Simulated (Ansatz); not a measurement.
Compare A (`C[Si]1(C)CC1`) with its isomer B (`C/C=C/[SiH2]C`).

Calculated with Ansatz (gas phase, PBE0-D4/def2-TZVP geometries, no zero-point term in ΔE). CBS: MP2 limit from def2 TZ/QZ plus the TZ coupled-cluster correction, frozen cores. Functionals use def2-TZVPP. Each species was taken in one conformer, which may not be the lowest.

A:

```xyz
15

C    -0.617    0.039   -1.849
Si    0.068   -0.065   -0.119
C     1.651   -1.036    0.038
C    -1.090    0.003    1.312
C    -0.268    1.305    1.065
H    -0.839   -0.954   -2.247
H    -1.541    0.621   -1.855
H     0.093    0.522   -2.526
H     2.447   -0.595   -0.568
H     1.515   -2.070   -0.287
H     1.985   -1.049    1.078
H    -0.860   -0.531    2.229
H    -2.160    0.085    1.146
H    -0.842    2.171    0.751
H     0.458    1.555    1.833
```

B:

Z-matrix (Å, degrees):
```
C
C 1 1.490
H 1 1.095 2 110.8
H 1 1.095 2 110.8 3 -117.9
H 1 1.091 2 111.6 3 121.0
C 2 1.333 1 125.8 3 -121.2
H 2 1.091 1 115.5 3 58.7
Si 6 1.856 2 123.4 1 -179.7
H 6 1.092 2 117.5 1 0.0
C 8 1.873 6 111.9 2 118.8
H 8 1.491 6 107.8 2 -2.7
H 8 1.492 6 110.0 2 -120.4
H 10 1.093 8 110.8 6 59.3
H 10 1.093 8 110.9 6 179.2
H 10 1.092 8 110.8 6 -60.5
```

**Question.** Which is lower in electronic energy at CCSD(T)/CBS, and by how much? (An estimate is asked.)

**Answer.** The calculation gave: B, by 1.2 kcal/mol.

**Question.** Give E(B) − E(A) in kcal/mol with BLYP-D4, CCSD(T)/def2-SVP, CCSD/def2-TZVPP, r2SCAN-D4, ωB97M-V, MP2/def2-TZVPP, HF/def2-TZVPP. (Estimate.)

**Answer.** Ansatz gave: BLYP-D4 -4.2, CCSD(T)/def2-SVP -6.2, CCSD/def2-TZVPP -2.0, r2SCAN-D4 1.8, ωB97M-V 1.0, MP2/def2-TZVPP 1.2, HF/def2-TZVPP -9.5. The order is the other way round with r2SCAN-D4, ωB97M-V, MP2/def2-TZVPP.

**Question.** Does the order hold for the free energy at 298.15 K (harmonic terms from PBE0-D4)? (An estimate is asked.)

**Answer.** The calculation gave: Yes: G(B) − G(A) = -4.1 kcal/mol, for one conformer each.

Largest T1 diagnostic: 0.011.

In def2-TZVPP, CCSD(T) changes the Hartree–Fock value by +7.9 kcal/mol (the triples alone add +0.4 kcal/mol) and MP2 by +10.7 kcal/mol. At CCSD(T), def2-SVP lies −5.1 kcal/mol from the extrapolated value and def2-TZVPP −0.4 kcal/mol.
